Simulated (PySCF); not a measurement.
## Correlation energy of Ir (iridium, neutral)

[Xe] 4f14 5d8 6s1, high-spin 4F determinant (an excited configuration). Computed with PySCF 2.14 in ANO-RCC-VTZP (8s7p5d3f1g, 84 functions), with the spin-free X2C one-electron Hamiltonian (Gaussian nucleus). Frozen: [Kr] 4d10 4f14; 17 electrons correlated.

```tsv
level	correlation energy (mhartree)
CCSD	-471.71
(T)	-16.37
CCSD(T)	-488.08
```

Diagnostics: T1 = 0.013, D1 = 0.0528, largest double amplitude 0.031.

Spin-orbit coupling, absent here, splits the open shell strongly.

Cost of the coupled-cluster step: of the order of 19 core-seconds, for 17 correlated electrons.

Iterations:

```
CC2 = 0
CCSD nocc = (np.int64(10), np.int64(7)), nmo = (54, 54)
frozen orbitals [[0, 1, 2, 3, 4, 5, 6, 7, 8, 9, 10, 11, 12, 13, 14, 15, 16, 17, 18, 19, 20, 21, 22, 24, 25, 26, 27, 28, 29, 30], [0, 1, 2, 3, 4, 5, 6, 7, 8, 9, 10, 11, 12, 13, 14, 15, 16, 17, 18, 19, 20, 21, 22, 24, 25, 26, 27, 28, 29, 30]]
max_cycle = 100
direct = 0
conv_tol = 1e-08
conv_tol_normt = 1e-06
diis_space = 8
diis_start_cycle = 0
Init t2, MP2 energy = -0.484970107824618
Init E_corr(UCCSD) = -0.484970107824734
cycle = 1  E_corr(UCCSD) = -0.460053478294491  dE = 0.0249166295  norm(t1,t2) = 0.078393
cycle = 2  E_corr(UCCSD) = -0.471631549989649  dE = -0.0115780717  norm(t1,t2) = 0.0227412
cycle = 3  E_corr(UCCSD) = -0.470932789311999  dE = 0.000698760678  norm(t1,t2) = 0.0110658
cycle = 4  E_corr(UCCSD) = -0.47165930637397  dE = -0.000726517062  norm(t1,t2) = 0.00446371
cycle = 5  E_corr(UCCSD) = -0.471744266053817  dE = -8.49596798e-05  norm(t1,t2) = 0.000547439
cycle = 6  E_corr(UCCSD) = -0.471696255469363  dE = 4.80105845e-05  norm(t1,t2) = 0.00022086
cycle = 7  E_corr(UCCSD) = -0.471704344575495  dE = -8.08910613e-06  norm(t1,t2) = 5.67179e-05
cycle = 8  E_corr(UCCSD) = -0.471705757334405  dE = -1.41275891e-06  norm(t1,t2) = 1.23674e-05
cycle = 9  E_corr(UCCSD) = -0.471705075512765  dE = 6.8182164e-07  norm(t1,t2) = 3.80796e-06
cycle = 10  E_corr(UCCSD) = -0.47170513013436  dE = -5.46215952e-08  norm(t1,t2) = 8.48748e-07
cycle = 11  E_corr(UCCSD) = -0.471705147715825  dE = -1.75814643e-08  norm(t1,t2) = 2.68979e-07
cycle = 12  E_corr(UCCSD) = -0.471705141409002  dE = 6.30682284e-09  norm(t1,t2) = 4.02103e-08
UCCSD converged
E(UCCSD) = -17823.78449992199  E_corr = -0.4717051414090019
UCCSD(T) correction = -0.0163697221694574
```
